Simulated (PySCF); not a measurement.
A scan of AlSn with bad points

PBE0; PySCF, scalar-relativistic core potentials, basis sets Al cc-pV(D+d)Z, Sn cc-pVDZ-PP with ECP28; doublet, unpaired electrons σ ↑ requested.

```csv
R (Å),E (eV),⟨S²⟩,⟨Lz²⟩,μ (D)
2.401,0.307,0.76,2.00,-0.26
2.508,0.100,0.76,2.00,-0.30
2.588,0.024,0.76,2.00,-0.34
2.668,0.000,0.76,2.00,-0.39
2.748,0.014,0.76,2.00,-0.46
2.855,0.076,0.77,2.00,-0.55
2.988,0.197,0.82,2.00,-0.62
3.148,8.456,0.84,2.00,0.14
```

The run flagged 3.148 Å: there the SCF missed its convergence threshold, so the fit leaves that out.
